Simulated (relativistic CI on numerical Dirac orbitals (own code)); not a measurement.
## One change at a time: Co⁶⁺

Base calculation: Dirac-Coulomb-Breit CI, orbitals from a KLI potential per configuration, a model potential for QED, unscaled Slater integrals.

Configuration list (outside the closed core [Ne]): 3s2.3p6.3d3, 3s2.3p5.3d4, 3s2.3p6.3d2.4s, 3s2.3p6.3d2.4p, 3s.3p6.3d4, 3s2.3p6.3d2.4d, 3s2.3p6.3d2.5s, 3s2.3p6.3d2.4f, 3s2.3p6.3d2.5p, 3s2.3p6.3d2.5d, 3s2.3p6.3d2.6s, 3s2.3p6.3d2.5f, 3s2.3p6.3d2.5g, 3s2.3p6.3d2.6p, 3s2.3p6.3d2.6d, 3s2.3p6.3d.4s.4p, 3s2.3p5.3d3.4s, 3s2.3p5.3d3.4p, 3s2.3p5.3d3.4d, 3s2.3p6.3d.4p.4d, 3s2.3p5.3d3.5s, 3s2.3p5.3d3.4f, 3s2.3p6.3d.4s2, 3s2.3p6.4s2.4p, 3s2.3p6.4s2.4d, 3s2.3p6.4s2.5s, 3p6.3d5, 3p5.3d6, 3s2.3p6.3d.4p2, 3s2.3p6.4s.4p2, 3s2.3p6.4p3, 3s2.3p6.4p2.4d, 3s2.3p6.4p2.5s, 3s2.3p6.3d.4s.4d, 3s2.3p6.4s.4p.4d, 3s2.3p6.4s.4d2, 3s2.3p6.4s.4d.5s. Double excitations out of closed p, d and f shells are left out; levels of such configurations are missing from the list, as are those of other unlisted configurations, and high levels can miss mixing partners. These lack a partner that the ground configuration has and come out too high: 3s2.3p5.3d3.4s, 3s2.3p5.3d3.4p, 3s2.3p5.3d3.4d, 3s2.3p5.3d3.5s, 3s2.3p5.3d3.4f.

Variants: (1) P86 correlation estimate; (2) configuration mixing switched off; (3) one mean potential for all configurations. Shifts of the energy above 3s2.3p6.3d3 4F_3/2, in cm⁻¹, for the lowest level and the first level of each name with at least 55 % of one term (blank where a level changes its place among those of its configuration and J or its character, or is not in the variant):

```csv
Level,Base,Δ(1),Δ(2),Δ(3),Measured
3s2.3p6.3d3 4F_3/2,0,0,0,0,0
3s2.3p6.3d3 4F_5/2,677,0,+5,-6,698
3s2.3p6.3d3 4F_7/2,1572,0,+13,-14,1610
3s2.3p6.3d3 4F_9/2,2644,0,+28,-24,2723
3s2.3p6.3d3 4P_1/2,23562,+4,+1873,-28,21096
3s2.3p6.3d3 4P_3/2,23835,+4,+1853,-29,21304
3s2.3p6.3d3 4P_5/2,24712,+4,+1896,-38,22187
3s2.3p6.3d3 2G_7/2,25588,0,+610,-23,
3s2.3p6.3d3 2G_9/2,26490,0,+585,-29,
3s2.3p6.3d3 2P_1/2,34182,0,+475,-33,
3s2.3p6.3d3 2H_9/2,35162,-2,-468,-15,
3s2.3p6.3d3 2H_11/2,35772,-2,-493,-19,
3s2.3p6.3d3 2D_5/2,36421,+3,+2159,-53,
3s2.3p6.3d3 2F_7/2,57616,+4,+1756,-41,
3s2.3p6.3d3 2F_5/2,58128,+4,+1760,-43,
3s2.3p6.3d2.4s 4F_3/2,357668,+7636,+1158,+2650,
3s2.3p6.3d2.4s 4F_5/2,358362,+7636,+1156,+2672,
3s2.3p6.3d2.4s 4F_7/2,359378,+7636,+1152,+2706,
3s2.3p6.3d2.4s 4F_9/2,360683,+7636,+1146,+2748,
3s2.3p6.3d2.4s 2F_5/2,366692,+7638,+1392,+2889,
3s2.3p6.3d2.4s 2F_7/2,368714,+7638,+1391,+2956,
3s2.3p6.3d2.4s 2D_5/2,383020,+7636,+1309,+2512,
```

At this charge configurations can still be misplaced by up to about 7 % of their energy. Terms inside the open d or f shell come out 10 to 20 % too wide with unscaled integrals. 16 of the 24 excited levels that our extract of the measured tables holds in this range could be paired (the sources list more); they are missed by 1013 cm⁻¹ on average and 2531 at most, and levels without a partner can miss by more. Some levels of the ground configuration have no partner and can miss by 10 % or more.

Measured levels: Sugar and Corliss, J. Phys. Chem. Ref. Data 10, 1097 (1981).

Ionisation energy from the two ground configurations alone: base 128.179 eV; P86 correlation estimate 129.653 eV. The NIST ASD value (semi-empirical) is 128.9 eV.

LS names give the leading component of a level, which can be under half, so a name can repeat, a term be missing and a line seem to break the LS rules.
